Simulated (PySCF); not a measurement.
Si(Br)(Me) (CH₃BrSi), SMILES C[Si]Br (connectivity only; charge and spin as stated), neutral, multiplicity 1. Atoms are numbered in the order given.

```xyz
6

Si     0.8369     1.0840     0.0000
Br    -0.1104    -0.9952     0.0000
C     -0.7610     2.1172     0.0000
H     -0.5351     3.1941     0.0000
H     -1.3753     1.8795    -0.8845
H     -1.3753     1.8795     0.8845
```

Geometry: PBE-D3(BJ)/def2-TZVP.

All values below come from TDA-M06-2X/def2-SVPD run with PySCF.

Vertical excitations. The molecule is in vacuum. State labels are in the subgroup Cs.

Computed excitation energies, oscillator strengths and character:
```
state  symmetry  energy (eV)  λ (nm)      f                          main pairs
-----  --------  -----------  ------  -----  ----------------------------------
S1           A"         2.85     435  0.024                      HOMO→LUMO 97 %
S2           A"         4.78     259  0.006                    HOMO−1→LUMO 98 %
S3           A'         5.32     233  0.004  HOMO−2→LUMO 57 %, HOMO→LUMO+1 38 %
S4           A"         5.67     219  0.000                    HOMO−3→LUMO 97 %
S5           A'         5.71     217  0.259  HOMO→LUMO+1 51 %, HOMO−2→LUMO 36 %
S6           A'         6.48     191  0.037                    HOMO→LUMO+2 88 %
S7           A'         6.85     181  0.187                    HOMO→LUMO+3 81 %
S8           A'         7.28     170  0.121                  HOMO−1→LUMO+1 71 %
S9           A"         7.31     170  0.015                  HOMO−2→LUMO+1 88 %
S10          A"         7.46     166  0.034                    HOMO→LUMO+5 96 %
T1           A"         1.65     751      0                      HOMO→LUMO 96 %
T2           A"         4.51     275      0                    HOMO−1→LUMO 94 %
T3           A'         4.54     273      0                    HOMO→LUMO+1 86 %
T4           A'         4.59     270      0                    HOMO−2→LUMO 95 %
```
Triplets are in the Tamm–Dancoff approximation.
